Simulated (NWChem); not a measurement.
System: Br cation, triplet

Computed with NWChem. Spin-unrestricted. The open p shell is one determinant without spherical averaging. No stability test was run on the SCF state.

For level UHF/aug-cc-pVDZ:

```
Property                                                     Value
-----------------------------------------------------------  -----
lowest empty minus highest occupied level, either spin (eV)  10.99
```

### Question
Estimate the same quantities for level UHF/cc-pVQZ.

### Answer
| Quantity | Value |
|---|---|
| lowest empty minus highest occupied level, either spin (eV) | 11.26 |
